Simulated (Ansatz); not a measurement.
M(SH)2 with several metals: HSE06-D4/def2-TZVP single points in Ansatz on relaxed structures, gas phase. HOMO and LUMO are taken over both spins. Binding counts from free atoms in the multiplicity of their measured ground term, without zero-point energy. Names give formal oxidation states. The structures are stationary points that may keep the symmetry of their start.

| species | atoms | state | geometry | HOMO (eV) | LUMO (eV) | gap (eV) | binding per atom (eV) | point group (within 0.1 Å) |
| --- | --- | --- | --- | --- | --- | --- | --- | --- |
| Co(SH)2 (CoH2S2) | 5 | quartet | r2SCAN-D4/def2-TZVP | -6.80 | -3.84 | 2.96 | 2.74 | C2h |
| Cu(SH)2 (CuH2S2) | 5 | doublet | PBE0-D4/def2-TZVP | -6.75 | -5.18 | 1.57 | 2.53 | C2h |

Q: Estimate the rows for Mn(SH)2 (MnH2S2) (sextet, PBE-D4/def2-TZVP geometry).

A: 
| species | atoms | state | geometry | HOMO (eV) | LUMO (eV) | gap (eV) | binding per atom (eV) | point group (within 0.1 Å) |
| --- | --- | --- | --- | --- | --- | --- | --- | --- |
| Mn(SH)2 (MnH2S2) | 5 | sextet | PBE-D4/def2-TZVP | -6.79 | -3.02 | 3.76 | 2.74 | C2 |

The gap (eV) runs from 1.57 (Cu(SH)2) to 3.76 (Mn(SH)2).
